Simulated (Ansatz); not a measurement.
Hg10Te10: single points at one geometry.

```yaml
crystal:
  periodic: [false, false, false]
  atoms:
    - {symbol: Hg, position_ang: [-0.685474, 4.231732, 0.243981]}
    - {symbol: Hg, position_ang: [-1.526580, -2.639376, 2.832297]}
    - {symbol: Hg, position_ang: [1.186664, -3.417188, 0.381582]}
    - {symbol: Hg, position_ang: [-2.522423, 1.340739, -1.579897]}
    - {symbol: Hg, position_ang: [0.789251, -0.374863, -2.803570]}
    - {symbol: Hg, position_ang: [-1.783907, -2.377762, -1.088303]}
    - {symbol: Hg, position_ang: [-2.157740, 0.907155, 1.783408]}
    - {symbol: Hg, position_ang: [1.203875, -0.484454, 2.699175]}
    - {symbol: Hg, position_ang: [2.304519, 2.834855, -1.450197]}
    - {symbol: Hg, position_ang: [3.501232, -0.679557, -0.299489]}
    - {symbol: Te, position_ang: [-1.260353, -4.698223, 1.144612]}
    - {symbol: Te, position_ang: [-3.828926, -0.797902, -0.256569]}
    - {symbol: Te, position_ang: [-3.214076, 3.325465, 0.696550]}
    - {symbol: Te, position_ang: [0.517790, -3.138044, -2.466446]}
    - {symbol: Te, position_ang: [-1.324208, -0.343880, 4.263411]}
    - {symbol: Te, position_ang: [3.351298, -2.386402, 1.868574]}
    - {symbol: Te, position_ang: [-0.512731, 2.012122, -3.329347]}
    - {symbol: Te, position_ang: [1.746390, 5.244421, -0.320297]}
    - {symbol: Te, position_ang: [3.715050, 0.709130, -2.625833]}
    - {symbol: Te, position_ang: [0.500361, 0.732032, 0.306357]}
basis:
  gaussian: {orbitals: def2-TZVP, fitting: {mean_field: def2-universal-jkfit}, initial_orbitals: start.molden}
hamiltonian: {xc: pbe0, dispersion: d4}
scf: {omitted_lower_state_checks: [starts]}
output: {orbitals: {seedname: orbitals}}
```

The file start.molden holds the orbitals of an earlier run on this structure, at another level or in another basis.

```sh
$ ansatz run in.yaml --threads 5 --pin off --events-out ev --progress --plain --max-ram 66560MiB --backend cuda --devices 0, --max-vram 37GiB
```

Output, abridged:

```
Functional definition: PBE0
4650 factors; integrals over basis functions are off by at most 5.0e-1 eV
mean field evaluation 1: about -114610.9809 eV, gradient 4.4e2 eV
mean field evaluation 2: about -114650.9463 eV, gradient 5.4e1 eV
mean field evaluation 4: about -114698.8479 eV, gradient 2.5e1 eV
mean field evaluation 8: about -114723.3855 eV, gradient 1.9e-2 eV
mean field -114723.39374859 eV, -4216.0069579513 hartree, gradient 4.5e-5 eV, S^2 0.000000; 0 other end points of the search recorded, 0 dependent functions left out
reference -114723.39380209 eV, -4216.0069599176 hartree; 220, 220 occupied and 710, 710 virtual orbitals, 4650 factors
Total energy: -114726.65441246 eV, -4216.1267851384 hartree
Checks for a lower state left out: starts
```

Run time 20 s (5 threads of AMD EPYC 7R13 on a shared host and a share (37 GiB) of an NVIDIA H100 80GB HBM3), peak host memory 1.3 GiB.

First input, but with `hamiltonian: {xc: pbe, dispersion: d4}`, `output: {forces: true, orbitals: {seedname: orbitals}}` (abridged; 11 s):

```
Functional definition: PBE
mean field -114729.42990043 eV, -4216.2287824403 hartree, gradient 3.9e-5 eV, S^2 0.000000
Total energy: -114732.97384373 eV, -4216.3590199544 hartree
Atom 0 force     0.003792    -0.005885    -0.012401 eV/Å
Atom 1 force     0.081915     0.024012    -0.032759 eV/Å
Atom 2 force    -0.047042     0.026454    -0.005880 eV/Å
Atom 3 force     0.073047    -0.017141     0.049773 eV/Å
Atom 4 force    -0.036796     0.036076     0.042425 eV/Å
Atom 5 force     0.010957     0.005518     0.033564 eV/Å
Atom 6 force     0.031979     0.017675    -0.071157 eV/Å
Atom 7 force    -0.095777    -0.013644    -0.178645 eV/Å
Atom 8 force    -0.022145    -0.003929     0.025724 eV/Å
Atom 9 force    -0.068088     0.005224    -0.014211 eV/Å
Atom 10 force     0.100812     0.327659     0.078023 eV/Å
Atom 11 force     0.314259     0.052744    -0.119030 eV/Å
Atom 12 force     0.298330    -0.116692    -0.033815 eV/Å
Atom 13 force    -0.106745     0.246144     0.225001 eV/Å
Atom 14 force     0.055402    -0.161054    -0.336702 eV/Å
Atom 15 force    -0.249001     0.163119    -0.238286 eV/Å
Atom 16 force    -0.041954    -0.239135     0.196265 eV/Å
Atom 17 force    -0.164365    -0.281048    -0.050231 eV/Å
Atom 18 force    -0.188034    -0.006872     0.282873 eV/Å
Atom 19 force     0.049451    -0.059225     0.159468 eV/Å
Dipole moment:     0.262750    -0.658312     0.428429 e Å
Checks for a lower state left out: starts
```

As the first input, with `hamiltonian: {xc: {name: B97M-V}}` (abridged; 15 s):

```
Functional definition: B97M-V
mean field -114715.35060388 eV, -4215.7113778354 hartree, gradient 2.0e-5 eV, S^2 0.000000
Total energy: -114715.35070955 eV, -4215.7113817185 hartree
Checks for a lower state left out: starts
```

As the first input, with `gaussian: {orbitals: def2-SVP, initial_orbitals: start.molden}`, `correlation: {method: mp2}` and without the key `hamiltonian` (abridged; 12 s):

```
Functional definition: HF
mean field -114170.46743439 eV, -4195.6872906916 hartree, gradient 3.4e-6 eV, S^2 0.000000
40 core orbitals not correlated, not the lowest: weight in the atoms' cores, before any rotation towards them, 1.000 or more for the frozen orbitals, at most 0.000 for the correlated occupied ones
second order -138.42663932 eV of doubles, -0.00000000 eV of singles
Total energy: -114308.89407371 eV, -4200.7743758575 hartree
Checks for a lower state left out: starts
```

The first input with `hamiltonian: {xc: r2scan, dispersion: d4}` (abridged; 14 s):

```
Functional definition: r2SCAN
mean field -114769.25295260 eV, -4217.6922526142 hartree, gradient 1.7e-5 eV, S^2 0.000000
Total energy: -114770.15699240 eV, -4217.7254754643 hartree
Checks for a lower state left out: starts
```

First input, but with `gaussian: {orbitals: def2-SVP, fitting: {mean_field: def2-universal-jkfit}, initial_orbitals: start.molden}`, `hamiltonian: {xc: pbe, dispersion: d4}` (abridged; 8 s):

```
Functional definition: PBE
mean field -114723.33534134 eV, -4216.0048115248 hartree, gradient 1.2e-5 eV, S^2 0.000000
Total energy: -114726.87927625 eV, -4216.1350487306 hartree
Checks for a lower state left out: starts
```

As the first input, with `gaussian: {orbitals: def2-SVP, fitting: {mean_field: def2-universal-jkfit}, initial_orbitals: start.molden}` (abridged; 8 s):

```
Functional definition: PBE0
mean field -114717.42347260 eV, -4215.7875543555 hartree, gradient 2.0e-5 eV, S^2 0.000000
Total energy: -114720.68413049 eV, -4215.9073813230 hartree
Checks for a lower state left out: starts
```

Geometry: PBE-D4/def2-SVP.

In the def2 sets Hg, Te take a core potential; there is no spin–orbit coupling. Correlated methods freeze 40 core orbitals; core or outer-core shells of Hg, Te are correlated, in sets that lack core-valence functions. Single mean-field runs in def2-SVP, def2-TZVP are fitted with def2-universal-jkfit.
